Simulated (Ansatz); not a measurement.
Basis sets compared for Na₈H₇⁺. The state is a singlet with charge 1. Geometry PBE0-D4/def2-SVP. Ansatz on 4 threads of Arm Neoverse V2 on a shared host; times are rough, and most runs start from earlier orbitals.

```xyz
15

Na    2.4774    0.4519    1.1762
Na    1.5125   -1.2914   -2.3038
Na   -3.6495    1.1136    1.8915
Na   -3.3748   -0.6319   -1.6628
Na   -0.5358    1.8612    3.6813
Na   -0.5627    0.2688    0.5432
Na   -1.2756   -2.1340   -4.4545
Na    6.4186    0.6372    1.7352
H    -2.8587   -1.4836   -3.3660
H     4.5281    0.5273    1.4383
H     0.6625    1.0577    2.1991
H     0.6889   -2.0451   -3.9572
H     1.2484   -0.3498   -0.4780
H    -2.5244    1.8004    3.3816
H    -2.7549    0.2177    0.1760
```

Another isomer (singlet) lies 0.90 eV lower at PBE0-D4/def2-TZVP; other spin states weren't run for this one.

| level | functions | energy (Eh) | HOMO (eV) | LUMO (eV) | wall time |
| --- | --- | --- | --- | --- | --- |
| PBE-D4/def2-SVP | 155 | -1300.9873 | -6.64 | -4.27 | 3.6 s |
| PBE0-D4/def2-SVP | 155 | -1301.1220 | -7.69 | -3.67 | 4.6 s |

(1) Estimate the rows for PBE-D4/def2-TZVP (with forces), PBE0-D4/def2-TZVP.

Results:

(1) 
```json
{"level": "PBE-D4/def2-TZVP (with forces)", "functions": "298", "energy (Eh)": "-1301.4757", "HOMO (eV)": "-6.70", "LUMO (eV)": "-4.35", "wall time": "8 s"}
{"level": "PBE0-D4/def2-TZVP", "functions": "298", "energy (Eh)": "-1301.6033", "HOMO (eV)": "-7.75", "LUMO (eV)": "-3.73", "wall time": "17 s"}
```
